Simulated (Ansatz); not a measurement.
`[Cl][Sn][Cl]` + `[CH3][GeH]([F])[SeH]` → `[F][Sn][Cl]` + `[CH3][GeH]([Cl])[SeH]`  (redistribution)

Calculated with Ansatz (gas phase, PBE0-D4/def2-TZVP geometries, no zero-point term in ΔE). CCSD(T)/CBS adds triple-zeta CCSD(T) − MP2 to the extrapolated MP2 energy (def2 sets, frozen cores). Functionals use def2-TZVPP. HSE06 is defined as in plane-wave codes. Elements past krypton have def2 core potentials. For Ge, Se, Sn outer-core shells are correlated without core-valence functions, which leaves a few kJ/mol of doubt a bond. Scalar relativity is left out up to krypton. Each species was taken in one conformer, which may not be the lowest.

Is it downhill or uphill in electronic energy at CCSD(T)/CBS, and by how much? (Best estimate.)

Ansatz gave: Uphill: ΔE = +3.2 kcal/mol.

What do these levels give: BLYP-D4, HSE06, BHLYP, LC-ωPBE, HF/def2-SVP, SCS-MP2/def2-TZVPP? (Best estimate.)

The calculation gave: BLYP-D4 3.0, HSE06 3.8, BHLYP 4.8, LC-ωPBE 2.5, HF/def2-SVP 7.3, SCS-MP2/def2-TZVPP 3.6 kcal/mol.

What do rigid-rotor, harmonic-oscillator terms from PBE0-D4/def2-TZVP frequencies (298.15 K, 1 bar) make of the CCSD(T)/CBS value? (An estimate is asked.)

Computed: ΔZPE = -0.1 kcal/mol, ΔH = +3.1 kcal/mol, ΔS = 5 J/(mol·K), ΔG = +2.8 kcal/mol.

Largest T1 diagnostic among the species: 0.016.

At CCSD(T), def2-SVP lies +1.9 kcal/mol from the extrapolated value and def2-TZVPP +0.4 kcal/mol. From BLYP to BHLYP (50 % exact exchange), in def2-TZVPP and without D4, ΔE moves by +1.1 kcal/mol.
